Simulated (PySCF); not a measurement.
Compound: C5H4F4O2.
Numbering: `[O:1]=[C:2]([C@@H:3]1[O:4][CH2:5][C@H:6]1[F:7])[C:8]([F:9])([F:10])[F:11]` (hydrogens: H12 on C3; H13, H14 on C5; H15 on C6)

Level: PBE0/pcSseg-1 and wB97X-D/def2-SVPD in PySCF, non-relativistic, on one gas-phase PBE0-D3(BJ)/def2-SVP geometry that isn't relaxed in the solvent. The solvent is an IEF-PCM continuum (Bondi radii, 1.10 Å for H, scaled by 1.2). Specific hydrogen bonds and non-electrostatic terms are outside this model.

Gas phase at PBE0/pcSseg-1: HOMO -8.15 eV, LUMO -2.14 eV, dipole 2.42 D.

Q: What does the continuum do to the energy, the frontier levels and the dipole at PBE0/pcSseg-1 in chloroform?

A: 
| solvent | ε | E(solvent) − E(gas) (kcal/mol) | polarisation term (kcal/mol) | distortion of the solute (kcal/mol) | HOMO (eV) | LUMO (eV) | dipole (D) |
| --- | --- | --- | --- | --- | --- | --- | --- |
| chloroform | 4.711 | -4.82 | -5.21 | 0.39 | -7.99 | -2.03 | 2.84 |

The polarisation term is half the interaction of the solute with the surface charges that it induces; the rest is the cost of distorting the solute's density. The sum is the electrostatic part of solvation alone.

Q: Which radius a makes the point-dipole formula ΔE = −[(ε − 1)/(2ε + 1)]·μ²/a³ give the value in chloroform, with the gas-phase dipole?

A: μ = 0.953 au and |ΔE| = 0.00768 Eh give a = 1.84 Å; the farthest nucleus lies 3.21 Å from the centroid of the nuclei, so such a sphere wouldn't even hold the nuclei. The formula assumes a rigid point dipole at the centre of a sphere.

Q: Which Hirshfeld charges (PBE0/pcSseg-1) respond most in chloroform (means over atoms taken as equivalent)?

A: 
```json
{"atoms": "O1", "environment": "ketone oxygen", "gas (e)": "-0.193", "solvent (e)": "-0.211", "change": "-0.018"}
{"atoms": "O4", "environment": "cyclic ether oxygen", "gas (e)": "-0.161", "solvent (e)": "-0.172", "change": "-0.011"}
{"atoms": "H15", "environment": "methine hydrogen", "gas (e)": "+0.047", "solvent (e)": "+0.055", "change": "+0.008"}
{"atoms": "C2", "environment": "ketone carbonyl carbon", "gas (e)": "+0.139", "solvent (e)": "+0.146", "change": "+0.007"}
{"atoms": "F7", "environment": "alkyl fluorine", "gas (e)": "-0.099", "solvent (e)": "-0.106", "change": "-0.007"}
{"atoms": "H12", "environment": "methine hydrogen", "gas (e)": "+0.058", "solvent (e)": "+0.065", "change": "+0.007"}
```

Q: Which Mayer bond orders change most in chloroform?

A: 
```tsv
bond	length (Å)	gas	solvent	change
O1–C2	1.198	2.051	2.031	-0.020
O4–C5	1.430	0.916	0.904	-0.012
C6–F7	1.355	0.917	0.905	-0.012
C2–C3	1.510	0.928	0.937	+0.009
C8–F10	1.320	1.036	1.029	-0.007
C8–F9	1.341	0.964	0.970	+0.006
C3–O4	1.415	0.949	0.945	-0.004
C5–C6	1.528	1.009	1.013	+0.004
```

Q: How do the nuclear quadrupole coupling constants eQVzz/h respond in chloroform?

A: 
| nucleus | Q (barn) | gas (MHz) | solvent (MHz) | η gas | η solvent |
| --- | --- | --- | --- | --- | --- |
| 17O at O1 | -0.0256 | 12.57 | 12.36 | 0.62 | 0.58 |
| 17O at O4 | -0.0256 | 12.26 | 12.16 | 0.82 | 0.81 |

Gas phase at wB97X-D/def2-SVPD: HOMO -10.20 eV, LUMO -0.41 eV, dipole 2.49 D.

Q: What does the continuum do to the energy, the frontier levels and the dipole at wB97X-D/def2-SVPD in chloroform?

A: 
| solvent | ε | E(solvent) − E(gas) (kcal/mol) | polarisation term (kcal/mol) | distortion of the solute (kcal/mol) | HOMO (eV) | LUMO (eV) | dipole (D) |
| --- | --- | --- | --- | --- | --- | --- | --- |
| chloroform | 4.711 | -4.91 | -5.39 | 0.48 | -10.03 | -0.31 | 2.95 |

Q: How does the static polarisability (wB97X-D/def2-SVPD, frozen core, with the continuum's full static response) change?

A: 
```
    medium  isotropic (au)  principal values (au)  ⟨r²⟩ of the electrons (bohr²)
       gas            65.5       55.3, 65.2, 76.0                         1579.5
chloroform            78.0       66.5, 77.0, 90.4                         1580.0
```

The isotropic value in chloroform is 1.19 times the gas-phase one; no cavity-field correction is applied. ⟨r²⟩ is taken about the centre of nuclear charge.

The run took 39 s of wall time on an Arm Neoverse V1 with one thread, shared host with 32 logical CPUs at a one-minute load of 33, and the process peaked at 1.3 GiB of memory. This is the whole shielding run at PBE0/pcSseg-1 in chloroform, SCF included.

The values belong to the conformer `[O:1]=[C:2]([C@@H:3]1[O:4][CH2:5][C@H:6]1[F:7])[C:8]([F:9])([F:10])[F:11]`: O1–C2–C3–O4 -159°, O1–C2–C8–F9 -129°.

The pairwise dispersion term of wB97X-D wasn't added to the energies; at a given geometry it leaves orbitals and properties as they are.
